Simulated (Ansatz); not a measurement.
`C[B](F)[AlH2]` + `[CH2]1[NH][AlH]1` → `[AlH2][N]1[CH2][AlH]1` + `CBF` at 600 K and 1 bar (cleavage of the Al–B bond).

Program: Ansatz. Geometries: PBE0-D4/def2-TZVP. ΔE: electronic, gas phase. CBS: MP2 limit from def2 TZ/QZ plus the TZ coupled-cluster correction, frozen cores. This one scheme is used for every species.

```csv
species,CCSD(T)/CBS energy (Eh),H − E (kJ/mol),S (J/(mol·K))
`C[B](F)[AlH2]`,-407.68475,202.6,428.0
`[CH2]1[NH][AlH]1`,-337.12157,164.8,328.5
`[AlH2][N]1[CH2][AlH]1`,-579.76217,192.5,413.5
`CBF`,-165.10297,171.6,328.0
```

H − E and S are ideal-gas, rigid-rotor, harmonic terms from PBE0-D4/def2-TZVP, for one conformer and one mirror image of each species. 1 Eh = 2625.50 kJ/mol, R = 8.31446 J/(mol·K).

By hand: ΔE, ΔH, ΔS and ΔG.

ΔE = (-579.76217) + (-165.10297) − (-407.68475) − (-337.12157) = -0.05882 Eh = -154.4 kJ/mol. Δ(H − E) = 192.5 + 171.6 − 202.6 − 164.8 = -3.3, so ΔH = -157.7 kJ/mol. ΔS = 413.5 + 328.0 − 428.0 − 328.5 = -15.0 J/(mol·K). ΔG = -157.7 − 600 × (-15.0)/1000 = -148.7 kJ/mol.

By hand: the equilibrium constant, and the temperature at which ΔG would vanish if ΔH and ΔS stayed fixed.

log₁₀ K = −ΔG/(RT ln 10) = 12.9. ΔG = 0 at ΔH/ΔS = 10513 K, far beyond where these terms or the molecules hold.

ΔH outweighs TΔS. A doubt of 5 kJ/mol in ΔE shifts log₁₀ K by 0.4 here. Other conformers and mirror images would add mixing entropy, several J/(mol·K) or more a flexible species. Modes under 60 cm⁻¹, often nearly free rotors, make the harmonic entropy too high. These are equilibria of isolated gas molecules and say nothing of rates. Largest T1 diagnostic: 0.015 (customary marks: 0.02 for closed shells, 0.045 for open ones).
